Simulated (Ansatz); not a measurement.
RbSr, multiplicity 2 (lowest of 2S+1 = 2, 4 at CCSD(T)/def2-TZVPP on PBE0 minima; our sources give no spin for the ground state, which may be another), most abundant isotopes (84.9118 and 87.9056 u). Constants from fifth-degree fits in 1/R to seven points on the lowest solution found; no spin–orbit coupling, no relativity up to Kr; ω_e x_e and α_e move by some per cent with the fit.

Correlated levels freeze the inner cores; with def2 sets outer-core shells near the valence are correlated too.

Run with Ansatz (Gaussian orbitals).  In def2 rows elements past Kr take small-core potentials, without spin–orbit coupling.

| level | r_e (Å) | ω_e (cm⁻¹) | ω_e x_e (cm⁻¹) | α_e (cm⁻¹) |
|---|---|---|---|---|
| PBE/def2-TZVPP | 4.6373 | 44.6 | 0.252 | 0.000114 |
| CCSD(T)/def2-QZVPP | 4.7048 | 37.8 | 0.407 | 0.000174 |

Question: Derive the rotational constants, the centrifugal constant, the fundamental, the zero-point energy and the force constant.

Answer: 
μ = 43.19138 u.
- PBE/def2-TZVPP: B_e = 16.8576/(μ r_e²) = 0.018149 cm⁻¹; B₀ = B_e − α_e/2 = 0.018092 cm⁻¹; D = 4B_e³/ω_e² = 1.20e-08 cm⁻¹; fundamental ω_e − 2ω_e x_e = 44 cm⁻¹; zero-point energy ω_e/2 − ω_e x_e/4 = 22 cm⁻¹; k = μ(2πcω_e)² = 5.07 N/m
- CCSD(T)/def2-QZVPP: B_e = 16.8576/(μ r_e²) = 0.017632 cm⁻¹; B₀ = B_e − α_e/2 = 0.017545 cm⁻¹; D = 4B_e³/ω_e² = 1.53e-08 cm⁻¹; fundamental ω_e − 2ω_e x_e = 37 cm⁻¹; zero-point energy ω_e/2 − ω_e x_e/4 = 19 cm⁻¹; k = μ(2πcω_e)² = 3.64 N/m

Doubts at one or more of the structures used: a spin-contaminated determinant (CCSD(T)/def2-QZVPP).

Ansatz is a quantum-chemistry and plane-wave program.
